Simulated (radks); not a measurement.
Valence configurations of the iridium ion Ir+ (all share [Xe]). All-electron calculation, Dirac Kohn-Sham, PBE, spin-unpolarised, spherical densities, point nucleus; open shells fill j = l - 1/2 first. Program: a radial shooting solver on a logarithmic mesh with Libxc functionals. Energies are relative to 4f14 5d7 6s1; eigenvalues in eV.

| valence | E (eV) | e(4f5/2) | e(4f7/2) | e(5d3/2) | e(5d5/2) | e(6p1/2) |
|---|---|---|---|---|---|---|
| 4f14 5d7 6s1 | 0.000 | -71.726 | -68.608 | -15.936 | -14.679 | - |
| 4f13.5 5d7 6s1.5 | 29.103 | -78.687 | -75.514 | -17.744 | -16.377 | - |
| 4f14 5d5 6s1 6p2 | 17.304 | -80.808 | -77.686 | -22.587 | -21.135 | -10.533 |
| 4f14 5d6.5 6s1 6p0.5 | 3.610 | -73.938 | -70.818 | -17.595 | -16.289 | -8.604 |
| 4f14 5d6.5 6s1.5 | 0.710 | -73.288 | -70.169 | -17.011 | -15.714 | - |
| 4f13 5d7 6s1 6p1 | 67.552 | -87.193 | -83.964 | -20.835 | -19.339 | -9.383 |
| 4f14 5d7 6p1 | 5.664 | -73.011 | -69.893 | -17.100 | -15.823 | -8.581 |
| 4f13.5 5d7 6s1 6p0.5 | 32.039 | -79.340 | -76.167 | -18.338 | -16.962 | -8.656 |
| 4f14 5d6 6s1 6p1 | 7.690 | -76.192 | -73.072 | -19.259 | -17.904 | -9.265 |
| 4f13.5 5d7.5 6s1 | 28.129 | -77.075 | -73.903 | -16.627 | -15.299 | - |

NIST lists [Xe] 4f14 5d7 6s1 as the ground configuration; this level of theory agrees among the configurations tried. The energies are those of spherical spin-averaged densities, not of single terms.
